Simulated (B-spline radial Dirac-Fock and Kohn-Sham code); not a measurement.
# Cd 2s: cross section and angular parameters

System: neutral cadmium, [Kr] 4d10 5s2; threshold 4018.0 eV (tabulated edge). Model: Dirac-Hartree-Slater photoionisation with a Latter tail; cross sections with all multipoles, angular parameters from the dipole term and its interference with E2. Program: a B-spline atomic structure program.

For linearly polarised light dσ/dΩ = σ/(4π) [1 + β P₂(cos θ) + (δ + γ cos²θ) sin θ cos φ], with θ from the polarisation vector and φ the angle between the beam and the projection of the electron momentum on the plane normal to the polarisation.

```csv
hν (eV),σ (kb),β,γ
4570,26.5,1.992,0.463
5710,17.9,1.993,-0.029
6000,16.4,1.993,-0.065
7410,?,?,?
10100,5.93,1.994,0.215
11900,4.19,1.994,0.448
12900,3.52,1.993,0.576
```

Question: Give the values at 7410 eV.

Answer: σ = 11.0 kb, β = 1.994, γ = -0.065. For an s subshell δ is negligible.

Values without a named source are computed, but for edge energies of neutral atoms, which are taken from tables.
